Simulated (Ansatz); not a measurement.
Relaxation of C$_{3}$H$_{3}$NSi (8 atoms, charge 0, multiplicity 1), to a largest force component of 0.02 eV/Å in at most 50 steps.

All numbers below come from RKS r2SCAN/def2-SVP (Ansatz).

```xyz
8
Properties=species:S:1:pos:R:3
C 0.680 0.121 2.245
C 0.436 -0.061 1.068
Si 0.107 -0.409 -0.768
C -1.157 0.655 -1.493
N -2.076 1.286 -1.969
H 0.801 0.382 3.265
H -0.205 1.180 -1.572
H -0.141 -1.840 -0.916
```

Task: Where does it end, and by what steps?

Result: The forces met the threshold. After 10 steps the energy has fallen by 3.986 eV; H7 moved furthest, 1.47 Å. Parted: C4–H7 (1.09 → 2.70 Å).

```tsv
step	energy less start (eV)	largest force component (eV/Å)	accepted
0	0.0000	5.014	yes
1	-0.7217	3.323	yes
2	-1.2414	2.822	yes
3	-1.9733	2.706	yes
4	-2.6418	3.165	yes
5	-3.2710	2.314	yes
6	-3.6677	0.857	yes
7	-3.8651	0.484	yes
8	-3.9614	0.340	yes
9	-3.9851	0.073	yes
10	-3.9856	0.012	yes
```

```xyz
8
Properties=species:S:1:pos:R:3
C 0.557 0.217 2.146
C 0.334 0.073 0.954
Si 0.016 -0.148 -0.826
C -1.580 0.703 -1.258
N -2.577 1.232 -1.543
H 0.751 0.344 3.196
H 1.087 0.480 -1.643
H -0.143 -1.587 -1.166
```

Whether the end is a true minimum wasn't checked by a vibrational analysis.

Time of the run: 17 s on 2 threads of Intel(R) Xeon(R) Platinum 8488C (Sapphire Rapids), on a shared host, peak memory 0.15 GiB.
